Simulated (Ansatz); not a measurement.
The pair A = CH4 (SMILES C) (first 5 atoms), B = CH5N (SMILES CN); geometry from B3LYP-D3(BJ)/def2-TZVP.
(charge 0, multiplicity 1):
```xyz
12

C      0.065     0.020     0.070
H      0.933    -0.637     0.012
H     -0.466    -0.154     1.006
H      0.398     1.057     0.024
H     -0.594    -0.183    -0.773
C      0.478     0.069     3.805
N     -0.906    -0.338     3.563
H      0.648     1.048     3.355
H      1.150    -0.633     3.310
H      0.767     0.128     4.863
H     -1.554     0.307     3.998
H     -1.087    -1.253     3.957
```

Frozen-core correlation.

Programs: Ansatz (an electronic-structure program) with Gaussian orbitals. Each number belongs to the level named beside it.

Total energies (hartree), monomers frozen at their geometry in the pair:

```
structure              B3LYP/def2-TZVPPD  MP2/aug-cc-pVDZ  CCSD(T)/aug-cc-pVDZ
---------------------  -----------------  ---------------  -------------------
AB                          -136.4448719     -135.9437461         -136.0116738
A in the pair's basis        -40.5391636      -40.3680951          -40.3959501
B in the pair's basis        -95.9057816      -95.5742375          -95.6142931
A                            -40.5391396      -40.3675440          -40.3954056
B                            -95.9056992      -95.5733333          -95.6133787
```

### Question
Work out the interaction energy without and with the counterpoise correction, and the superposition error, for each level.

### Answer

E(AB) − E(A) − E(B), times 627.509 kcal/mol, with the monomers in their own basis and then in the pair's basis:
- B3LYP/def2-TZVPPD: -0.02 uncorrected, 0.05 corrected; the monomers gain 0.07 kcal/mol from borrowed functions
- MP2/aug-cc-pVDZ: -1.80 uncorrected, -0.89 corrected; the monomers gain 0.91 kcal/mol from borrowed functions
- CCSD(T)/aug-cc-pVDZ: -1.81 uncorrected, -0.90 corrected; the monomers gain 0.92 kcal/mol from borrowed functions
